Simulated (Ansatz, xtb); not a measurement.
Relative energy of two isomers of BCl2HSi

We compare I, `ClB[Si]Cl`, a singlet, with II, `[SiH]B(Cl)Cl`, a singlet. Both are isolated molecules in the gas phase, relaxed with B3LYP-D3(BJ)/6-311G**; the shapes shown needn't be the lowest conformers.

I (Å):

```xyz
5

B    -0.1650    0.8866    0.0698
Cl    0.9434   -1.8158   -0.1883
Cl    0.1871    1.8674   -1.3560
Si    1.4277   -0.0627    0.9349
H    -1.3026    0.8354    0.4114
```

II (Å):

```csv
atom,x (Å),y (Å),z (Å)
B,-0.3965,1.7069,-0.0452
Cl,-0.4244,-0.0602,-0.1148
Cl,0.9355,2.5696,-0.8256
Si,-1.9077,2.7209,0.8189
H,-1.1336,2.6761,2.1345
```

Problem. Estimate which is lower in electronic energy at CCSD(T)/def2-TZVP, and by roughly how much.

Solution. The CCSD(T)/def2-TZVP calculation puts structure I lower, by 5.3 kcal/mol.

Level by level:

| level | geometry | E(II) − E(I) (kcal/mol) | departure from the last row (kcal/mol) | job, with rough time for the two |
| --- | --- | --- | --- | --- |
| B3LYP-D3(BJ)/6-311G** | B3LYP-D3(BJ)/6-311G** | +3.5 | −1.8 | optimisation, 53 s |
| HF/def2-TZVP | B3LYP-D3(BJ)/6-311G** | +7.4 | +2.1 | part of the CCSD(T) run |
| MP2/def2-TZVP | B3LYP-D3(BJ)/6-311G** | +5.3 | 0.0 | part of the CCSD(T) run |
| CCSD(T)/def2-TZVP | B3LYP-D3(BJ)/6-311G** | +5.3 |  | single point, 27 s |

As drawn, II has 1 B–Cl, 1 Si–H in place of 1 Cl–Si, 1 B–H.

The levels shown agree on the order. The largest departure from CCSD(T)/def2-TZVP is that of HF/def2-TZVP, 2.1 kcal/mol. Levels run at GFN2-xTB geometries aren't shown.

With harmonic frequencies from B3LYP-D3(BJ)/6-311G** (ideal gas, rigid rotor, one conformer each, 298.15 K, 1 atm): the zero-point term adds −1.2 kcal/mol; ΔH is +4.1 and ΔG +4.5 kcal/mol.

The correlated steps freeze 16 core orbitals. Mirror images aren't counted in ΔG. Programs: Ansatz 0.2.0; the last row on 2 threads of Intel(R) Xeon(R) Platinum 8259CL CPU @ 2.50GHz (Skylake/Cascade Lake) on a shared host.
